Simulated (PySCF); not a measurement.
## Working out the ionisation energy of S²⁺

S²⁺ [Ne] 3s2 3p2 (3P) → S³⁺ [Ne] 3s2 3p1 (2P). Computed with PySCF 2.14 in pcseg-2 (5s4p2d1f, 34 functions), with no relativity, point nucleus. Frozen: [Ne]. Energies in hartree (1 hartree = 27.21139 eV):

| part | S²⁺ (lower) | S³⁺ (upper) |
| --- | --- | --- |
| UHF | -396.327404 | -395.072995 |
| CCSD correlation | -0.086443 | -0.068169 |
| (T) | -0.001997 | -0.000936 |

Problem. What does Hartree-Fock give?

Solution. (-395.072995) − (-396.327404) = 1.254409 hartree = 34.134 eV.

Problem. What do CCSD and CCSD(T) give?

Solution. The CCSD correlation energies differ by 0.018274 hartree = 0.497 eV and the triples by 0.001061 hartree = 0.029 eV, so CCSD gives 34.631 eV and CCSD(T) 34.660 eV.

Reference: 34.86 ± 0.04 eV (semi-empirical (NIST evaluation); NIST Atomic Spectra Database, ionization energies), between the lowest levels; spin-orbit coupling is absent from the calculation.

What remains against the reference includes basis incompleteness, the frozen core and higher excitations.
